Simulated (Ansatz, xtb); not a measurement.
C5H8N2: which of two isomers lies lower

Structure I is `Cc1cn(C)cn1`, a singlet and structure II is `Cc1cncn1C`, a singlet. Both are isolated molecules in the gas phase, relaxed with B3LYP-D3(BJ)/def2-SVP.

Quicker runs give these differences E(II) − E(I): GFN2-xTB −0.038 eV; HF/STO-3G −0.042 eV (at GFN2-xTB geometries); r2SCAN-D4/def2-SVP −0.022 eV (at GFN2-xTB geometries).

Problem. Estimate E(II) − E(I) at the level CCSD(T)/def2-SVP + ΔMP2/def2-TZVPP.

Solution. Too close to call at this level: CCSD(T)/def2-SVP + ΔMP2/def2-TZVPP gives E(II) − E(I) = +0.009 eV.

How the difference moves with the method:

```csv
level,geometry,E(II) − E(I) (eV),departure from the last row (eV),"job, with rough time for the two"
GFN2-xTB,GFN2-xTB,−0.038,−0.046,"optimisation, 0.075 s"
HF/STO-3G,GFN2-xTB,−0.042,−0.051,"single point, 0.26 s"
r2SCAN-D4/def2-SVP,GFN2-xTB,−0.022,−0.031,"single point, 2.7 s"
B3LYP-D3(BJ)/def2-SVP,B3LYP-D3(BJ)/def2-SVP,−0.004,−0.013,"optimisation, 58 s"
HF/def2-SVP,B3LYP-D3(BJ)/def2-SVP,+0.033,+0.024,part of the CCSD(T) run
MP2/def2-SVP,B3LYP-D3(BJ)/def2-SVP,+0.004,−0.004,part of the CCSD(T) run
CCSD(T)/def2-SVP,B3LYP-D3(BJ)/def2-SVP,+0.010,+0.001,single point
CCSD(T)/def2-SVP + ΔMP2/def2-TZVPP,B3LYP-D3(BJ)/def2-SVP,+0.009,,"single point, 51 s"
```

As drawn, both hold the same kinds of bond in the same numbers.

The largest departure from CCSD(T)/def2-SVP + ΔMP2/def2-TZVPP is that of HF/STO-3G, 0.051 eV. The last row adds to CCSD(T) the change of the MP2 difference between the two basis sets, here −0.001 eV.

With thermal terms from frequencies at re-optimised GFN2-xTB minima (ideal gas, soft modes damped towards free rotors, one conformer each, 298.15 K, 1 atm): the zero-point term adds +0.013 eV; ΔH is +0.014 and ΔG +0.043 eV.

The correlated steps freeze 7 core orbitals. Codes used: Ansatz 0.2.0, xtb 6.7.1; the last row on 4 threads of Arm Neoverse V2 on a shared host.
